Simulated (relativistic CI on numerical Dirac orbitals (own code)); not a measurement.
**Forbidden transitions in Se XXVI**

Calculated at this level of theory: Dirac-Coulomb-Breit CI, separate exchange-only KLI orbitals for each configuration, model QED, unscaled Slater integrals (own radial code, finite nucleus).

Configuration list (outside the closed core 1s2): 2s²2p⁵, 2s2p⁶, 2p⁶3s, 2p⁶3p, 2p⁶3d, 2s²2p⁴3s, 2s²2p⁴3p, 2s²2p⁴3d, 2s2p⁵3s, 2s2p⁵3p, 2s2p⁵3d, 2s²2p⁴4s, 2s²2p⁴4p, 2s²2p⁴4d, 2s²2p⁴4f, 2s2p⁵4s, 2s2p⁵4p, 2s2p⁵4d, 2s²2p³3s², 2s2p⁵4f, 2s²2p⁴5s, 2s²2p⁴5p, 2s²2p³3s3p, 2s²2p⁴5d, 2s²2p⁴5f, 2s²2p⁴5g, 2s²2p³3p², 2s²2p³3s3d, 2s²2p³3p3d, 2s2p⁴3s², 2s2p⁴3s3p, 2s²2p³3d², 2s2p⁵5s, 2s2p⁵5p, 2s2p⁴3p², 2s2p⁵5d. Levels of other configurations are missing.

| λ vac (Å) | Lower | Upper | Type | A (s⁻¹) | log gf |
| --- | --- | --- | --- | --- | --- |
| 6.5979 | 2s²2p⁵ ²P°3/2 [1] | 2s2p⁵3d ²F°7/2 [104] | E2 | 9.05e+09 | -3.33 |
| 6.7337 | 2s²2p⁵ ²P°1/2 [2] | 2s2p⁵3d ²D°5/2 [107] | E2 | 3.30e+10 | -2.87 |
| 6.7561 | 2s²2p⁵ ²P°1/2 [2] | 2s2p⁵3d ²F°5/2 [103] | E2 | 2.17e+10 | -3.05 |
| 6.7633 | 2s2p⁶ ²S1/2 [3] | 2p⁶3d ²D5/2 [115] | E2 | 4.07e+10 | -2.78 |
| 6.7717 | 2s2p⁶ ²S1/2 [3] | 2p⁶3d ²D3/2 [114] | E2 | 4.06e+10 | -2.95 |
| 6.7918 | 2s²2p⁵ ²P°3/2 [1] | 2s2p⁵3d ²F°5/2 [98] | E2 | 1.74e+10 | -3.14 |
| 6.7920 | 2s²2p⁵ ²P°3/2 [1] | 2s2p⁵3d ²F°7/2 [97] | E2 | 3.42e+10 | -2.72 |
| 6.7980 | 2s²2p⁵ ²P°3/2 [1] | 2s2p⁵3d ²D°5/2 [93] | E2 | 2.99e+10 | -2.91 |
| 6.8554 | 2s²2p⁵ ²P°3/2 [1] | 2s2p⁵3d ²F°7/2 [87] | E2 | 3.39e+10 | -2.72 |
| 6.8606 | 2s²2p⁵ ²P°3/2 [1] | 2s2p⁵3d ²D°5/2 [86] | E2 | 2.34e+10 | -3.00 |
| 6.8632 | 2s²2p⁵ ²P°1/2 [2] | 2s2p⁵3d ²F°5/2 [101] | E2 | 1.87e+10 | -3.10 |
| 6.8825 | 2s²2p⁵ ²P°3/2 [1] | 2s2p⁵3d ⁴F°7/2 [85] | E2 | 6.15e+09 | -3.46 |
| 6.9551 | 2s²2p⁵ ²P°1/2 [2] | 2s2p⁵3d ²F°5/2 [98] | E2 | 6.80e+09 | -3.53 |
| 7.6746 | 2s²2p⁵ ²P°1/2 [2] | 2s²2p⁴3p ²P°3/2 [46] | E2 | 6.65e+09 | -3.63 |
| 7.7059 | 2s²2p⁵ ²P°3/2 [1] | 2s²2p⁴3p ²F°7/2 [26] | E2 | 6.75e+09 | -3.32 |
| 7.8908 | 2s²2p⁵ ²P°3/2 [1] | 2s²2p⁴3p ²D°3/2 [17] | E2 | 9.09e+09 | -3.47 |
| 7.8946 | 2s²2p⁵ ²P°1/2 [2] | 2s²2p⁴3p ²D°5/2 [31] | E2 | 4.17e+09 | -3.63 |
| 7.9667 | 2s²2p⁵ ²P°3/2 [1] | 2s²2p⁴3p ²D°5/2 [14] | E2 | 6.31e+09 | -3.44 |
| 7.9691 | 2s²2p⁵ ²P°1/2 [2] | 2s²2p⁴3p ²F°5/2 [22] | E2 | 5.93e+09 | -3.47 |
| 8.0165 | 2s²2p⁵ ²P°3/2 [1] | 2s²2p⁴3p ⁴D°5/2 [10] | E2 | 5.61e+09 | -3.49 |

Terms are leading LS components. Brackets give the number of a level in order of energy, since labels repeat. The list gives strong lines, with weight on those to low levels, among the lowest 400 of 1151 levels, so that lines to higher ones, which can be the strongest, are missing. Levels whose partners in the same complex of configurations lie outside the list can be far off, and so can their lines. Rates are taken at the computed energies, electric ones in the length gauge.

At this charge energies of transitions that change n are usually good to better than 1 %, and those within a shell (Δn = 0) to a few per cent.

LS names give the leading component of a level, which can be under half, so a name can repeat, a term be missing and a line seem to break the LS rules.
